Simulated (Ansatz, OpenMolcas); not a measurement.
## From Ansatz to OpenMolcas

This Ansatz 0.2.0 job computes BCl3 (boron trichloride):

job.yaml:
```yaml
crystal:
  periodic: [false, false, false]
  atoms:
    - {symbol: Cl, position_ang: [-0.257920, 0.516440, 1.638340]}
    - {symbol: B, position_ang: [-0.000000, 0.000000, -0.000010]}
    - {symbol: Cl, position_ang: [0.942010, -1.423060, -0.324000]}
    - {symbol: Cl, position_ang: [-0.684100, 0.906610, -1.314320]}
basis:
  gaussian: {orbitals: 6-311+G_st__st_-spherical.json}
hamiltonian: {xc: hf}
accuracy: high
output: {orbitals: {seedname: orbitals}}
```

```bash
$ ansatz run job.yaml --threads 1 --pin off --max-ram 3480MiB --events-out events.jsonl --progress --plain --runs-dir runs
```

(Basis files named in the input come from the Basis Set Exchange and aren't shown.)

The coordinates come from a PBE0-D4/def2-TZVP relaxation.

It gives a total energy of -1403.339541 Eh.

Translate the job to OpenMolcas 26.06 as an input file of the program's own, asking for the gradient.

This input was run:

test.input:
```
>>> EXPORT MOLCAS_PRINT=2
&gateway
baslib = $CurrDir
coord
4
bohr
Cl    -0.48739816     0.97593016     3.09601390
B      0.00000000     0.00000000    -0.00001890
Cl     1.78014091    -2.68919366    -0.61227126
Cl    -1.29276164     1.71324460    -2.48370484
basis = 6-311pGss
group = NoSym
&seward
&scf
thresholds = 1e-10 1e-07 1e-07 1e-05
prorbitals = 1
&alaska
```

```bash
$ export MOLCAS_MEM=1860
$ pymolcas test.input > test.log
```

(Basis files named in the input come from the Basis Set Exchange and aren't shown.)

Its energy is -1403.339541 Eh, 0.000 mEh from the first.
